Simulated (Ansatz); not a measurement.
`F[SiH]1[SiH2]S1` + H₂O → `O[SiH]1[SiH2]S1` + H–F at 700 K and 1 bar (formal hydrolysis of the Si–F bond).

Program: Ansatz. Geometries: PBE0-D4/def2-TZVP. ΔE: electronic, gas phase. CCSD(T)/CBS adds triple-zeta CCSD(T) − MP2 to the extrapolated MP2 energy (def2 sets, frozen cores). This one scheme is used for every species. One conformer a species, not always the lowest.

```json
{"species": "`F[SiH]1[SiH2]S1`", "CCSD(T)/CBS energy (Eh)": "-1077.61450", "H − E (kJ/mol)": "143.5", "S (J/(mol·K))": "409.3"}
{"species": "H₂O", "CCSD(T)/CBS energy (Eh)": "-76.37941", "H − E (kJ/mol)": "80.5", "S (J/(mol·K))": "218.4"}
{"species": "`O[SiH]1[SiH2]S1`", "CCSD(T)/CBS energy (Eh)": "-1053.58572", "H − E (kJ/mol)": "180.0", "S (J/(mol·K))": "427.3"}
{"species": "H–F", "CCSD(T)/CBS energy (Eh)": "-100.39570", "H − E (kJ/mol)": "45.2", "S (J/(mol·K))": "198.5"}
```

H − E and S are ideal-gas, rigid-rotor, harmonic terms from PBE0-D4/def2-TZVP, for one conformer and one mirror image of each species. 1 Eh = 2625.50 kJ/mol, R = 8.31446 J/(mol·K).

Q: By hand: ΔE, ΔH, ΔS and ΔG.

A: ΔE = (-1053.58572) + (-100.39570) − (-1077.61450) − (-76.37941) = 0.01249 Eh = 32.8 kJ/mol. Δ(H − E) = 180.0 + 45.2 − 143.5 − 80.5 = 1.2, so ΔH = 34.0 kJ/mol. ΔS = 427.3 + 198.5 − 409.3 − 218.4 = -1.9 J/(mol·K). ΔG = 34.0 − 700 × (-1.9)/1000 = 35.3 kJ/mol.

Q: By hand: the equilibrium constant, and the temperature at which ΔG would vanish if ΔH and ΔS stayed fixed.

A: log₁₀ K = −ΔG/(RT ln 10) = -2.6. ΔH and −TΔS have one sign here, so there is no such temperature.

The number of gas molecules stays the same, so ΔS is small and ΔH decides. A doubt of 5 kJ/mol in ΔE shifts log₁₀ K by 0.4 here. Other conformers and mirror images would add mixing entropy, several J/(mol·K) or more a flexible species. These are equilibria of isolated gas molecules and say nothing of rates. Largest T1 diagnostic: 0.014 (customary marks: 0.02 for closed shells, 0.045 for open ones).

ΔS is within the doubt of such terms, so its sign, and with it that verdict, could turn.
